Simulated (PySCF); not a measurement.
An unknown is described by computed data only.

Elements present: C, H and N. Monoisotopic mass: 110.0844 u.

| Property | Result |
| --- | --- |
| 1H NMR | chemical shifts (computed TMS as zero) by class: 4.32 (1 H), 4.17 (2 H), 2.00 (3 H), 1.70 (1 H), 1.68 (3 H) ppm [GIAO PBE0/pcSseg-1] |
| Dipole | 1.80 D [CAM-B3LYP/def2-SVPD] |
| Triplet | lowest triplet excitation (Tamm–Dancoff): 4.02 eV [TDA CAM-B3LYP/def2-SVPD] |
| 13C NMR | chemical shifts (computed TMS as zero) by class: 137.1 (1 C), 88.7 (1 C), 78.7 (1 C), 44.5 (1 C), 29.8 (1 C), 14.7 (1 C) ppm [GIAO PBE0/pcSseg-1] |
| Rotational structure | rotational constants A, B, C: 3.980, 0.987, 0.973 GHz [GFN2-xTB] |
| UV, strongest line | among the 8 lowest singlet transitions: S2 at 6.14 eV (202 nm, f = 0.208) [TDDFT CAM-B3LYP/def2-SVPD] |
| NMR, other nuclei | isotropic shieldings of nuclei other than C and H, by class: -102 (1 N), 128 (1 N) ppm [GIAO PBE0/pcSseg-1] |

The electronic properties come from PySCF, for the isolated species, density fitting. Levels stand in brackets. One conformer (not necessarily the lowest) at the GFN2-xTB geometry, without solvent, vibrations or thermal averaging. NMR values are class means; diastereotopic atoms form classes of their own.

Task: Which formula fits the mass and the elements?

Result: C6H10N2 (calculated 110.0844). No other formula that holds each of these elements comes within 0.0003 u with a fitting electron parity and a possible valence count.

Task: Propose a structure and show how it fits.

Result: Numbering: `[CH:1]#[C:2][CH2:3][NH:4][N:5]=[C:6]([CH3:7])[CH3:8]`. Its formula, C6H10N2, gives 3 degrees of unsaturation: 0 rings and 3 π bonds in the structure found. 6 carbons fall into 6 classes; from least to most shielded: C=N carbon [C6] (137.1 ppm), alkyne carbon [C2] (88.7 ppm), terminal alkyne carbon [C1] (78.7 ppm), sp3 carbon bound to nitrogen [C3] (44.5 ppm), methyl carbon [C8] (29.8 ppm), methyl carbon [C7] (14.7 ppm). Hydrogen classes from least to most shielded: 1 H on a nitrogen bonded to C, N and H, N4 (4.32 ppm), 2 H on an sp3 carbon bound to nitrogen, C3 (4.17 ppm), 3 H on a methyl carbon, C8 (2.00 ppm), 1 H on a terminal alkyne carbon, C1 (1.70 ppm), 3 H on a methyl carbon, C7 (1.68 ppm). The other shieldings belong to: -102 ppm, C=N nitrogen [N5]; 128 ppm, nitrogen bonded to C, N and H [N4]. The optimised geometry has point group C1 and is an asymmetric top. Structure: `C#CCNN=C(C)C`. Computed isomers that give other values at the same levels: `CCCn1cccn1` (13C chemical shifts (computed TMS as zero) by class: 141.9 (1 C), 131.1 (1 C), 112.4 (1 C), 55.7 (1 C), 31.7 (1 C), 14.2 (1 C) ppm); `C=C/C(CC)=N\N=C` (13C chemical shifts (computed TMS as zero) by class: 135.4 (1 C), 132.8 (1 C), 130.4 (1 C), 110.8 (1 C), 37.4 (1 C), 15.8 (1 C) ppm); `[H]/N=C\C1=CC[C@@H]1NC` (13C chemical shifts (computed TMS as zero) by class: 167.0 (1 C), 153.7 (1 C), 144.5 (1 C), 62.9 (1 C), 38.9 (1 C), 36.4 (1 C) ppm). The assignments are read from this structure; whether some other isomer fits the data as well wasn't checked.

The values belong to the conformer `[CH:1]#[C:2][CH2:3][NH:4][N:5]=[C:6]([CH3:7])[CH3:8]`: C2–C3–N4–N5 -89°, C3–N4–N5–C6 158°.
